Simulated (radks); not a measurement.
Computed order of ionisation of vanadium. At each step one electron was removed from each of the four highest sub-shells of the ion before, moves of one valence electron (up to charge 6) and the configuration listed by NIST were tried, and the lowest configuration was kept. Calculated with a radial shooting solver on a logarithmic mesh with Libxc functionals: Dirac Kohn-Sham, BLYP, spin-unpolarised, spherical densities, finite nucleus; Fermi nuclear charge, rms radius of each element as measured or else 0.836 A^(1/3) + 0.57 fm. Sub-shells are occupied by j as written (lower j first in brackets).

| species | lowest configuration found | NIST configuration | margin to the next tried (eV) | IE (eV) | NIST IE (eV) | kind |
|---|---|---|---|---|---|---|
| V | [Ar] 3d(3/2: 3, 5/2: 0) 4s2 | same | 0.588 | 7.249 | 6.746 | exp. |
| V+ | [Ar] 3d(3/2: 4, 5/2: 0) | same | 0.436 | 14.879 | 14.63 | exp. |
| V2+ | [Ar] 3d(3/2: 3, 5/2: 0) | same | 4.911 | 28.920 | 29.311 | exp. |
| V3+ | [Ar] 3d(3/2: 2, 5/2: 0) | same | 10.895 | 45.890 | 46.709 | exp. |
| V4+ | [Ar] 3d(3/2: 1, 5/2: 0) | same | 18.053 | 65.255 | 65.282 | exp. |
| V5+ | [Ar] | same | 41.333 | 128.31 | 128.13 | exp. |
| V6+ | [Ne] 3s2 3p(1/2: 2, 3/2: 3) | same | 1.038 | 151.73 | 150.7 | semi-emp. |
| V7+ | [Ne] 3s2 3p(1/2: 2, 3/2: 2) | same | 1.104 | 176.07 | 173.6 | semi-emp. |
| V8+ | [Ne] 3s2 3p(1/2: 2, 3/2: 1) | same | 1.172 | 201.27 | 206.0 | semi-emp. |
| V9+ | [Ne] 3s2 3p(1/2: 2, 3/2: 0) | same | 1.243 | 228.56 | 230.5 | semi-emp. |
| V10+ | [Ne] 3s2 3p(1/2: 1, 3/2: 0) | same | 27.298 | 255.37 | 254.8 | semi-emp. |
| V11+ | [Ne] 3s2 | same | 27.238 | 309.76 | 308.5 | semi-emp. |
| V12+ | [Ne] 3s1 | same | 510.35 | 336.97 | 336.27 | semi-emp. |
| V13+ | [Ne] | same | 521.54 | 897.91 | 896.0 | exp. |

Reference values: NIST Atomic Spectra Database (exp. = measured, semi-emp. = semi-empirical, theory = theoretical value adopted there). Spin polarisation and multiplet splitting are left out, so open shells lie too high by an amount that depends on their filling.

Beside tabulated values, note that spin-unpolarised runs miss the spin-polarisation part of the exchange energy of open shells.
